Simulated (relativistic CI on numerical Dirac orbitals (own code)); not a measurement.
# Level scheme of Sm53+

These numbers are calculated, not measured: Dirac-Coulomb-Breit CI, KLI orbitals optimised for each configuration, model QED (radiative potential, 1s self-energy scaled to tabulated hydrogen-like ionisation energies), unscaled Slater integrals (own radial code, finite nucleus).

Configuration list (outside the closed core 1s2): 2s²2p⁵, 2s2p⁶, 2p⁶3s, 2p⁶3p, 2p⁶3d, 2s²2p⁴3s, 2s²2p⁴3p, 2s²2p⁴3d, 2s2p⁵3s, 2s2p⁵3p, 2s2p⁵3d, 2s²2p⁴4s, 2s²2p⁴4p, 2s²2p⁴4d, 2s²2p⁴4f, 2s2p⁵4s. Levels of other configurations are missing.

The lowest level is 2s²2p⁵ ²P°3/2, with 100 % of that term; Hund's rules for 2s²2p⁵ give ²P° with J = 3/2, in agreement.

| No. | Configuration | Term | J | E (eV) | % | Next component (%) | Lifetime (s) |
| --- | --- | --- | --- | --- | --- | --- | --- |
| 1 | 2s²2p⁵ | ²P° | 3/2 | 0.00 | 100 |  |  |
| 2 | 2s²2p⁵ | ²P° | 1/2 | 621.66 | 100 |  | 4.54e-10 |
| 3 | 2s2p⁶ | ²S | 1/2 | 991.21 | 100 |  | 1.96e-13 |
| 4 | 2p⁴(3P)3s | ⁴P | 5/2 | 5826.87 | 69 | 31 ²D | 6.12e-14 |
| 5 | 2p⁴(3P)3s | ²P | 3/2 | 5835.75 | 57 | 31 ²D | 9.94e-15 |
| 6 | 2p⁴(1S)3s | ²S | 1/2 | 5876.88 | 64 | 25 ⁴P | 2.02e-14 |
| 7 | 2p⁴(3P)3p | ⁴P° | 3/2 | 5931.00 | 32 | 25 ²P° | 4.90e-12 |
| 8 | 2p⁴(3P)3p | ²D° | 5/2 | 5933.49 | 36 | 27 ⁴D° | 1.80e-12 |
| 9 | 2p⁴(1S)3p | ²P° | 1/2 | 5978.47 | 73 | 19 ⁴D° | 1.87e-12 |
| 10 | 2p⁴(3P)3p | ²D° | 5/2 | 6102.94 | 50 | 40 ⁴P° | 1.98e-12 |
| 11 | 2p⁴(3P)3p | ⁴D° | 7/2 | 6103.31 | 69 | 31 ²F° | 2.01e-12 |
| 12 | 2p⁴(1D)3p | ²P° | 1/2 | 6104.04 | 50 | 38 ²S° | 1.94e-12 |
| 13 | 2p⁴(3P)3p | ²P° | 3/2 | 6141.47 | 46 | 29 ²D° | 8.32e-13 |
| 14 | 2p⁴(1S)3p | ²P° | 3/2 | 6160.89 | 68 | 14 ⁴D° | 2.23e-12 |
| 15 | 2p⁴(3P)3d | ⁴D | 3/2 | 6220.94 | 33 | 31 ²D | 1.30e-13 |
| 16 | 2p⁴(3P)3d | ⁴D | 5/2 | 6222.93 | 38 | 22 ²F | 6.32e-14 |
| 17 | 2p⁴(3P)3d | ²F | 7/2 | 6225.12 | 36 | 30 ⁴F | 3.49e-12 |
| 18 | 2p⁴(3P)3d | ⁴P | 1/2 | 6225.87 | 48 | 31 ²P | 8.05e-15 |
| 19 | 2p⁴(1D)3d | ²F | 7/2 | 6261.76 | 50 | 41 ⁴D | 1.23e-11 |
| 20 | 2p⁴(3P)3d | ⁴F | 9/2 | 6262.76 | 69 | 31 ²G | 1.76e-11 |
| 21 | 2p⁴(1S)3d | ²D | 3/2 | 6268.78 | 67 | 13 ⁴F | 4.62e-14 |
| 22 | 2p⁴(3P)3d | ²P | 1/2 | 6274.06 | 56 | 24 ²S | 2.55e-15 |
| 23 | 2p⁴(3P)3d | ²D | 5/2 | 6293.76 | 50 | 25 ²F | 1.39e-15 |
| 24 | 2p⁴(3P)3d | ²P | 3/2 | 6296.44 | 46 | 32 ²D | 1.11e-15 |
| 25 | 2p⁴(1S)3d | ²D | 5/2 | 6320.95 | 69 | 11 ⁴F | 1.83e-15 |
| 26 | 2p⁴(3P)3s | ⁴P | 3/2 | 6449.20 | 87 | 12 ²P | 1.33e-13 |
| 27 | 2p⁴(3P)3s | ²P | 1/2 | 6456.96 | 66 | 33 ⁴P | 1.09e-14 |
| 28 | 2p⁴(1D)3s | ²D | 5/2 | 6468.65 | 69 | 30 ⁴P | 8.15e-14 |
| 29 | 2p⁴(1D)3s | ²D | 3/2 | 6473.10 | 67 | 32 ²P | 1.32e-14 |
| 30 | 2p⁴(3P)3p | ⁴P° | 1/2 | 6550.00 | 52 | 26 ⁴D° | 3.77e-11 |
| 31 | 2p⁴(3P)3p | ⁴D° | 3/2 | 6556.26 | 54 | 22 ²P° | 4.22e-12 |
| 32 | 2p⁴(1D)3p | ²F° | 5/2 | 6570.18 | 53 | 30 ²D° | 2.95e-12 |
| 33 | 2p⁴(1D)3p | ²P° | 3/2 | 6601.48 | 51 | 23 ²D° | 1.33e-12 |
| 34 | 2p⁴(3P)3p | ⁴D° | 5/2 | 6719.03 | 48 | 29 ⁴P° | 1.84e-12 |
| 35 | 2p⁴(3P)3p | ²P° | 1/2 | 6727.50 | 37 | 27 ²S° | 9.71e-13 |
| 36 | 2p⁴(3P)3p | ²D° | 3/2 | 6729.94 | 49 | 24 ⁴P° | 7.20e-13 |
| 37 | 2p⁴(1D)3p | ²P° | 3/2 | 6740.65 | 44 | 36 ²D° | 2.14e-13 |
| 38 | 2p⁴(1D)3p | ²F° | 7/2 | 6742.05 | 69 | 31 ⁴D° | 1.39e-12 |
| 39 | 2p⁴(1D)3p | ²D° | 5/2 | 6748.31 | 64 | 12 ²F° | 8.89e-13 |
| 40 | 2s2p⁵3s | ⁴P° | 5/2 | 6775.40 | 81 | 8 2s²2p⁴3p ⁴P° | 4.46e-13 |
| 41 | 2p⁴(1D)3p | ²P° | 1/2 | 6789.03 | 81 | 9 ⁴D° | 1.03e-13 |
| 42 | 2s2p⁵3s | ²P° | 3/2 | 6791.70 | 70 | 23 ⁴P° | 1.63e-14 |
| 43 | 2p⁴(3P)3d | ⁴D | 1/2 | 6836.96 | 81 | 15 ²P | 7.99e-14 |
| 44 | 2s2p⁵3s | ²P° | 1/2 | 6845.65 | 79 | 13 ⁴P° | 1.37e-14 |
| 45 | 2p⁴(3P)3d | ⁴F | 3/2 | 6846.62 | 34 | 33 ⁴D | 3.59e-14 |
| 46 | 2s2p⁵3s | ²P° | 3/2 | 6846.66 | 73 | 25 ⁴P° | 1.71e-13 |
| 47 | 2p⁴(3P)3d | ⁴F | 5/2 | 6851.35 | 53 | 21 ²D | 2.82e-15 |
| 48 | 2p⁴(1D)3d | ²G | 7/2 | 6861.08 | 61 | 24 ²F | 3.49e-12 |
| 49 | 2p⁴(1D)3d | ²F | 5/2 | 6869.17 | 28 | 21 2s2p⁵3p ²D | 1.83e-15 |
| 50 | 2s2p⁵3p | ⁴P | 3/2 | 6870.46 | 30 | 22 ⁴S | 1.95e-15 |
| 51 | 2p⁴(1D)3d | ²S | 1/2 | 6873.35 | 40 | 33 ⁴P | 1.09e-15 |
| 52 | 2p⁴(3P)3d | ⁴F | 7/2 | 6882.17 | 43 | 42 ⁴D | 1.39e-11 |
| 53 | 2p⁴(1D)3d | ²P | 3/2 | 6884.51 | 28 | 19 ²D | 2.31e-15 |
| 54 | 2s²2p⁴3d | ²D | 5/2 | 6888.46 | 20 | 20 ²F | 8.00e-15 |
| 55 | 2p⁴(3P)3d | ²F | 5/2 | 6893.24 | 46 | 38 ⁴P | 4.08e-13 |
| 56 | 2p⁴(3P)3d | ²P | 3/2 | 6894.47 | 48 | 20 ⁴P | 1.70e-14 |
| 57 | 2p⁴(1D)3d | ²G | 9/2 | 6901.58 | 69 | 31 ⁴F | 1.74e-11 |
| 58 | 2p⁴(1D)3d | ²D | 5/2 | 6908.10 | 64 | 18 ²F | 5.54e-12 |
| 59 | 2p⁴(1D)3d | ²F | 7/2 | 6913.83 | 75 | 10 ⁴F | 1.41e-11 |
| 60 | 2p⁴(3P)3d | ²D | 3/2 | 6932.87 | 69 | 18 ²P | 7.62e-16 |
| 61 | 2p⁴(1D)3d | ²P | 1/2 | 6937.34 | 57 | 27 ²S | 7.67e-16 |
| 62 | 2s2p⁵3p | ²P | 1/2 | 6944.08 | 30 | 27 ²S | 3.70e-15 |
| 63 | 2s2p⁵3p | ²D | 3/2 | 6944.08 | 53 | 23 ⁴D | 1.59e-14 |
| 64 | 2s2p⁵3p | ⁴D | 7/2 | 7043.88 | 99 |  | 3.84e-13 |
| 65 | 2s2p⁵3p | ²P | 3/2 | 7050.23 | 59 | 28 ⁴S | 5.81e-15 |
| 66 | 2s2p⁵3p | ⁴P | 5/2 | 7055.17 | 56 | 40 ²D | 9.46e-15 |
| 67 | 2s2p⁵3p | ²P | 1/2 | 7071.84 | 46 | 40 ²S | 4.37e-15 |
| 68 | 2p⁴(3P)3s | ⁴P | 1/2 | 7109.64 | 41 | 36 ²S | 6.73e-14 |
| 69 | 2s2p⁵3p | ²D | 5/2 | 7114.02 | 65 | 23 ⁴D | 7.66e-15 |
| 70 | 2s2p⁵3p | ²P | 3/2 | 7119.09 | 49 | 30 ²D | 1.27e-14 |

Energies count from the lowest computed level; ° marks odd parity; lifetimes are radiative, by E1, M1, E2, M2 decay to levels of this space only. Percentages are summed over parent terms; the parents shown are those of the largest component, closed shells are left out there.

The mean weight of the leading LS term, summed over parents, in these 70 levels is 57 %, and that of the leading jj configuration (from the same eigenvectors) 95 %, so jj coupling describes them better and the LS labels are nominal.

At this charge energies of transitions that change n are usually good to better than 1 %, and those within a shell (Δn = 0) to a few per cent.

LS names give the leading component of a level, which can be under half, so a name can repeat, a term be missing and a line seem to break the LS rules.
